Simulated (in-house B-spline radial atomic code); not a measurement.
Values are calculated unless marked as measured or tabulated.
# Impurity-limited mobility of n-type InAs at n = 1.6271e17 cm⁻³

For InAs the NSM archive of the Ioffe Institute lists m* = 0.023 m0 and ε = 15.15.

One parabolic, isotropic band at zero temperature, uniform dielectric constant, impurities scattering independently, no phonons and no central-cell term; real bands flatten as E_F rises, which lowers the mobility at the highest densities. In effective units each ion is a point charge Z in an electron gas; its screened potential is solved self-consistently in the LDA with open boundaries (B-splines, partial waves to l = 16), which gives the phase shifts δ_l at the Fermi level.

Put the electron gas into effective units.

a* = 0.0529177 nm × 15.15/0.023 = 34.86 nm and Ha* = 27211.386 meV × 0.023/15.15² = 2.727 meV. From 4π (r_s a*)³/3 = 1/n, r_s = 0.326. Then k_F = 1.91916/r_s = 5.8870 per a*, E_F = k_F²/2 = 17.3283 Ha* = 47.3 meV, and Mott's number n^(1/3) a* = 1.903.

Self-consistent phase shifts (rad):

| l | donor, Z = +1 | acceptor, Z = −1 |
| --- | --- | --- |
| 0 | 0.2718 | -0.2557 |
| 1 | 0.1145 | -0.1125 |
| 2 | 0.0569 | -0.0572 |
| 3 | 0.0302 | -0.0309 |
| 4 | 0.0167 | -0.0172 |
| 5 | 0.0094 | -0.0097 |
| 6 | 0.0054 | -0.0056 |
| 7 | 0.0031 | -0.0032 |
| 8 | 0.0018 | -0.0019 |

With all partial waves the Friedel sums are 0.997 and -0.997, and Σ (l + 1) sin²(δ_l − δ_(l+1)) is 0.03446 for the donor and 0.02975 for the acceptor. The screened donor binds no level.

Find the transport cross sections, and compare them with the Born approximation for Thomas-Fermi screening (Brooks-Herring).

σ_tr = (4π/k_F²) × sum: 0.01249 a*² for the donor and 0.01079 a*² for the acceptor. Thomas-Fermi gives q_s² = 4k_F/π = 7.4955, so b = 4k_F²/q_s² = 18.495, and σ_Born = (2π/k_F⁴)(ln(1 + b) − b/(1 + b)) = 0.005231 × 2.0214 = 0.01057 a*² for either sign. The donor scatters 1.18 times and the acceptor 1.02 times as much. Two things differ from Brooks-Herring. First order with Lindhard's response and the LDA kernel gives 1.11 times σ_Born for either sign: screening weakens at large momentum transfer, and the exchange-correlation potential of the screening charge adds to the ion's own, which is the larger part in a thin gas. Higher orders then split the signs, leaving the donor at 1.06 and the acceptor, which keeps the electrons out, at 0.92 of that.

With no compensation, N_D = n, what are the mobility and the resistivity?

μ = e/(ħ k_F Σ N σ_tr), with e/ħ = 15.193 cm²/(V·s) per nm². Here k_F = 0.1689 nm⁻¹, a*² = 1215 nm², 1 cm⁻³ = 1e-21 nm⁻³, and Σ N σ_tr = 0.00247 nm⁻¹, a mean free path of 405 nm. So μ = 36400 cm²/(V·s) and ρ = 1/(n e μ) = 0.00105 Ω·cm. Brooks-Herring would give 43000 cm²/(V·s). k_F times the mean free path is 68.4.
